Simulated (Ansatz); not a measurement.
Reaction (hydrogenolysis of a B–C bond): `CB1C=N1` + H₂ → `B1C=N1` + CH₄

Computed with Ansatz on PBE0-D4/def2-TZVP structures; ΔE is electronic, products minus reactants. CBS: MP2 limit from def2 TZ/QZ plus the TZ coupled-cluster correction, frozen cores. This one scheme is used for every species. Functionals use def2-TZVPP. B3LYP here is the variant with VWN-RPA as its local correlation; programs differ in this. HSE06 is defined as in plane-wave codes.

```csv
level,ΔE (kJ/mol),difference from CCSD(T)/CBS
PBE-D4,-10.0,6.0
r2SCAN-D4,-12.5,3.5
B2PLYP,-19.8,-3.8
PBE-QIDH,-15.5,0.5
r2SCAN,-13.4,2.6
PBE0,-16.3,-0.3
B3LYP,-22.4,-6.4
HSE06,-16.1,-0.1
CAM-B3LYP,-21.8,-5.8
RPA@PBE/def2-TZVPP,-18.5,-2.5
HF/def2-SVP,-36.5,-20.5
CCSD(T)/def2-SVP,-20.4,-4.4
HF/def2-TZVPP,-34.9,-18.9
CCSD/def2-TZVPP,-19.8,-3.8
HF/def2-QZVPP,-35.0,-19.0
MP2/CBS(def2),-12.3,3.7
CCSD(T)/CBS,-16.0,0
```

Largest T1 diagnostic among the species: 0.011.

The D4 term adds +5.5 kJ/mol with B3LYP and +3.1 kJ/mol with PBE0; it sums over pairs of atoms, weighted by their polarisabilities, and B3LYP, whose exchange is more repulsive, gets the larger term. At CCSD(T), def2-SVP lies −4.4 kJ/mol from the extrapolated value and def2-TZVPP −0.5 kJ/mol. From BLYP to BHLYP (50 % exact exchange), in def2-TZVPP and without D4, ΔE moves by −4.1 kJ/mol.
